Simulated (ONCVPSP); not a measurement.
# How hard is this Cr ONCV potential?

```
Element                 : Cr (Z = 24)
Generator               : ONCVPSP 4.0.1
Type                    : optimised norm-conserving Vanderbilt (ONCV)
Functional              : LDA (Perdew-Wang 92)
Relativity              : scalar-relativistic
Frozen core             : [Ne] 3s2
Valence charge          : 12
Reference configuration : 3p6 3d5 (charge +1)
Partial waves           : s scattering state at 0.4 Ha: rc 1.95 bohr, ncon 4, nbas 7, qcut 3.7 1/bohr, 1 projector; 3p: rc 1.15 bohr, ncon 4, nbas 9, qcut 13.9 1/bohr, 2 projectors, debl 3.2 Ha; 3d: rc 2.25 bohr, ncon 5, nbas 10, qcut 6.7 1/bohr, 2 projectors, debl 3.1 Ha
Local potential         : polynomial inside 0.80 bohr (lpopt 5, dvloc0 0 Ha)
Core correction         : Teter function, fcfact 2.25, rcfact 1.1
```

In the s channel the program set the typed energies aside and used 0.050 Ha.

Question: For each optimised wave give the share of its norm inside rc, the residual kinetic energy above qcut (Ha) and the cutoffs (Ha) for errors of 10, 1, 0.1 and 0.01 mHa per electron.

Answer:

```tsv
wave	norm inside rc	residual KE	10 mHa	1 mHa	0.1 mHa	0.01 mHa
s projector 1	0.081	5.9e-04	2.3	4.1	27.8	34.7
3p	0.725	5.2e-09	19.5	43.8	59.7	71.2
p projector 2	0.043	2.9e-09	16.1	23.1	52.5	67.0
3d	0.857	5.8e-05	16.2	19.1	22.4	63.4
d projector 2	0.175	1.6e-03	19.3	24.3	84.0	94.9
```

The occupied waves need 44 Ha and 60 Ha for 1 and 0.1 mHa. Note: ghosts flagged at negative energy: s at -248.6 eV; no localised positive-energy state flagged. A true bound ghost makes a file unfit for plane-wave use. Its largest configuration-test error is +634 meV.
